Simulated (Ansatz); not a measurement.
Consider the cleavage of the B–Si bond: `B[Si](C)(N)O` + `CCCO` → `BOCCC` + `C[SiH](N)O`.

Isolated molecules relaxed with PBE0-D4/def2-TZVP in Ansatz; ΔE leaves out vibrations. CBS: MP2 limit from def2 TZ/QZ plus the TZ coupled-cluster correction, frozen cores. Functionals use def2-TZVPP. One conformer a species, not always the lowest.

| level | ΔE (eV) |
| --- | --- |
| PBE-D4 | -1.81 |
| ωB97X-V | -1.87 |
| CCSD(T)/def2-TZVPP | -1.91 |
| MP2/CBS(def2) | -1.95 |

Q: What does CCSD(T)/CBS give? (Best estimate.)

A: Ansatz gave: -1.89 eV. The listed levels differ from it by 0.08, 0.02, -0.02, -0.06 eV.

Largest T1 diagnostic among the species: 0.012.
